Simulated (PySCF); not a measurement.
PySCF job for In(H)2(PH2) (H4InP), SMILES [PH2][InH2], TDA-M06-2X/def2-SVPD. Coordinates come from a B3LYP-D3(BJ)/def2-TZVP optimisation. The def2 effective core potentials stand for the cores of In; spin–orbit coupling is left out.

```python
import numpy as np
from pyscf import gto, scf, dft, tdscf

mol = gto.M(
    atom='''
    In    0.60847921   -0.00323812   -0.00000000
    H     1.44771553    0.02076099    1.51432973
    H     1.44771553    0.02076098   -1.51432973
    P    -1.90577154    0.11850456   -0.00000000
    H    -2.06216956   -0.83021138    1.04297327
    H    -2.06216956   -0.83021139   -1.04297326
    ''',
    basis='def2-SVPD',
    ecp={'In': 'def2-svp'},
    charge=0,
    spin=0,
    symmetry=True,
    max_memory=1600,
    verbose=4,
)
mf = dft.RKS(mol, xc='m06-2x').density_fit(auxbasis='def2-universal-jkfit')
mf.grids.level = 4
mf.conv_tol = 1e-9
mf.max_cycle = 100
mf.kernel()
mf.grids = dft.Grids(mol).set(level=2).build(with_non0tab=True)  # coarser grid for the response kernel
td = tdscf.TDA(mf)
td.singlet = True
td.nstates = 10
td.conv_tol = 1e-4
td.kernel(x0=td.get_init_guess(mf, 15))
td.analyze()
tt = tdscf.TDA(mf)
tt.singlet = False
tt.nstates = 4
tt.conv_tol = 1e-4
tt.kernel(x0=tt.get_init_guess(mf, 9))
tt.analyze(verbose=3)
```

It prints:

```
PySCF version 2.14.0

[INPUT] verbose = 4
[INPUT] num. atoms = 6
[INPUT] num. electrons = 40
[INPUT] charge = 0
[INPUT] spin (= nelec alpha-beta = 2S) = 0
[INPUT] symmetry True subgroup None
[INPUT] Mole.unit = angstrom
[INPUT] Symbol           X                Y                Z      unit          X                Y                Z       unit  Magmom
[INPUT]  1 In     0.608479210000  -0.003238120000   0.000000000000 AA    1.149859059392  -0.006119159958   0.000000000000 Bohr   0.0
[INPUT]  2 H      1.447715530000   0.020760990000   1.514329730000 AA    2.735785857980   0.039232585175   2.861668451987 Bohr   0.0
[INPUT]  3 H      1.447715530000   0.020760980000  -1.514329730000 AA    2.735785857980   0.039232566278  -2.861668451987 Bohr   0.0
[INPUT]  4 P     -1.905771540000   0.118504560000   0.000000000000 AA   -3.601386266591   0.223941162912   0.000000000000 Bohr   0.0
[INPUT]  5 H     -2.062169560000  -0.830211380000   1.042973270000 AA   -3.896935690815  -1.568872133697   1.970933835542 Bohr   0.0
[INPUT]  6 H     -2.062169560000  -0.830211390000  -1.042973260000 AA   -3.896935690815  -1.568872152594  -1.970933816645 Bohr   0.0

nuclear repulsion = 102.96731821226
point group symmetry = Cs
symmetry origin: [ 3.61271180e-09 -7.78122523e-09  2.77900905e-10]
symmetry axis x: [ 1.00000000e+00 -9.50316892e-10 -2.62507994e-10]
symmetry axis y: [-9.50316891e-10 -1.00000000e+00  3.33966746e-09]
symmetry axis z: [-2.62507997e-10 -3.33966743e-09 -1.00000000e+00]
num. orbitals of irrep A' = 55
num. orbitals of irrep A" = 33
number of shells = 38
number of NR pGTOs = 149
number of NR cGTOs = 88
basis = def2-SVPD
ecp = {'In': 'def2-svp'}


[settings echo left out]
init E= -512.047185122107
HOMO (A') = -0.593067083049377  LUMO (A') = -0.499741493373151  gap/eV = 2.53952
cycle= 1 E= -532.666223322285  delta_E= -20.6  |g|= 1.87  |ddm|= 12.7
HOMO (A") = -0.105177403237362  LUMO (A") = -0.0347606348196043  gap/eV = 1.91614
cycle= 2 E= -532.734207645381  delta_E= -0.068  |g|= 2.05  |ddm|= 6.27
HOMO (A') = -0.263609207566454  LUMO (A') = -0.0295061677394162  gap/eV = 6.37027
cycle= 3 E= -533.655120200973  delta_E= -0.921  |g|= 0.0788  |ddm|= 2.12
HOMO (A') = -0.287776008372639  LUMO (A') = -0.0533031441940182  gap/eV = 6.38033
cycle= 4 E= -533.658593257941  delta_E= -0.00347  |g|= 0.026  |ddm|= 0.264
HOMO (A') = -0.292210293387541  LUMO (A') = -0.048118378240792  gap/eV = 6.64208
cycle= 5 E= -533.658964988392  delta_E= -0.000372  |g|= 0.00794  |ddm|= 0.0637
HOMO (A') = -0.290923918491089  LUMO (A') = -0.0481173510648993  gap/eV = 6.60710
cycle= 6 E= -533.658999933671  delta_E= -3.49e-05  |g|= 0.0014  |ddm|= 0.0168
HOMO (A') = -0.291158391523361  LUMO (A') = -0.0482391322504709  gap/eV = 6.61017
cycle= 7 E= -533.65900268915  delta_E= -2.76e-06  |g|= 0.000609  |ddm|= 0.00586
HOMO (A') = -0.29102836598026  LUMO (A') = -0.0482300597546484  gap/eV = 6.60688
cycle= 8 E= -533.659002946536  delta_E= -2.57e-07  |g|= 0.000168  |ddm|= 0.00195
HOMO (A') = -0.291050693437633  LUMO (A') = -0.0482222280393563  gap/eV = 6.60770
cycle= 9 E= -533.659002975109  delta_E= -2.86e-08  |g|= 2.51e-05  |ddm|= 0.000546
HOMO (A') = -0.291054566053759  LUMO (A') = -0.0482236147827873  gap/eV = 6.60777
cycle= 10 E= -533.659002975866  delta_E= -7.57e-10  |g|= 7.12e-06  |ddm|= 0.000103
HOMO (A') = -0.291053656789593  LUMO (A') = -0.0482233984136633  gap/eV = 6.60775
Extra cycle  E= -533.659002975908  delta_E= -4.21e-11  |g|= 3.67e-06  |ddm|= 2.22e-05
converged SCF energy = -533.659002975908
tot grids = 47464


******** <class 'pyscf.tdscf.rks.TDA'> for <class 'pyscf.df.df_jk.DFSymAdaptedRKS'> ********
nstates = 10 singlet
deg_eia_thresh = 1.000e-03
wfnsym = None
conv_tol = 0.0001
eigh lindep = 1e-12
eigh level_shift = 0
eigh max_cycle = 100


Excitation energies (eV)
[4.1022864  5.05464653 5.69250944 5.87126349 5.98564319 6.40849522
 6.9556228  7.34978318 7.37104266 7.46571337]

** Singlet excitation energies and oscillator strengths **
Excited State   1:   A'      4.10229 eV    302.23 nm  f=0.0124
      18 -> 21       -0.12507
      20 -> 21       -0.68499
Excited State   2:   A"      5.05465 eV    245.29 nm  f=0.0004
      19 -> 21        0.70305
Excited State   3:   A'      5.69251 eV    217.80 nm  f=0.0695
      18 -> 21        0.49980
      20 -> 22       -0.32471
      20 -> 23       -0.35375
Excited State   4:   A"      5.87126 eV    211.17 nm  f=0.0012
      20 -> 24       -0.66635
      20 -> 29       -0.20297
Excited State   5:   A'      5.98564 eV    207.14 nm  f=0.0601
      18 -> 21       -0.31887
      20 -> 22       -0.57077
      20 -> 23        0.11266
      20 -> 25       -0.15434
      20 -> 30        0.11547
Excited State   6:   A'      6.40850 eV    193.47 nm  f=0.3238
      18 -> 21       -0.32418
      18 -> 23        0.14163
      20 -> 21        0.10792
      20 -> 23       -0.52916
      20 -> 25        0.22362
Excited State   7:   A'      6.95562 eV    178.25 nm  f=0.1464
      18 -> 22       -0.13268
      18 -> 23       -0.16593
      20 -> 22       -0.21094
      20 -> 23        0.12566
      20 -> 25        0.59648
      20 -> 28        0.14179
Excited State   8:   A"      7.34978 eV    168.69 nm  f=0.0810
      19 -> 22        0.22891
      19 -> 23       -0.41343
      20 -> 26        0.47399
Excited State   9:   A"      7.37104 eV    168.20 nm  f=0.1024
      19 -> 22        0.18911
      19 -> 23        0.50964
      19 -> 25        0.32799
      20 -> 26        0.27397
Excited State  10:   A'      7.46571 eV    166.07 nm  f=0.4426
      18 -> 22        0.35170
      18 -> 23        0.50621
      20 -> 23        0.16501
      20 -> 25        0.14443
      20 -> 28        0.10552
      20 -> 30       -0.10914

** Transition electric dipole moments (AU) **
state          X           Y           Z        Dip. S.      Osc.
  1         0.3490     -0.0443      0.0000      0.1238      0.0124
  2         0.0000     -0.0000      0.0538      0.0029      0.0004
  3        -0.6871      0.1630      0.0000      0.4987      0.0695
  4        -0.0000      0.0000      0.0922      0.0085      0.0012
  5        -0.4330      0.4718      0.0000      0.4101      0.0601
  6        -1.4241      0.1852     -0.0000      2.0624      0.3238
  7         0.9231     -0.0816      0.0000      0.8588      0.1464
  8         0.0000      0.0000      0.6708      0.4499      0.0810
  9         0.0000     -0.0000     -0.7530      0.5670      0.1024
 10         1.5052      0.3926     -0.0000      2.4198      0.4426

WARN: ECP detected. Skipping calculation of transition velocity and magnetic dipole moments, which have not yet been implemented.



******** <class 'pyscf.tdscf.rks.TDA'> for <class 'pyscf.df.df_jk.DFSymAdaptedRKS'> ********
nstates = 4 triplet
deg_eia_thresh = 1.000e-03
wfnsym = None
conv_tol = 0.0001
eigh lindep = 1e-12
eigh level_shift = 0
eigh max_cycle = 100


Excitation energies (eV)
[3.60022593 4.6059317  4.94095464 5.50740699]

** Triplet excitation energies and oscillator strengths **
Excited State   1:   A'      3.60023 eV    344.38 nm  f=0.0000
Excited State   2:   A"      4.60593 eV    269.18 nm  f=0.0000
Excited State   3:   A'      4.94095 eV    250.93 nm  f=0.0000
Excited State   4:   A"      5.50741 eV    225.12 nm  f=0.0000
```

Self-consistency was reached.

Cost: around 110 core-seconds (rough).
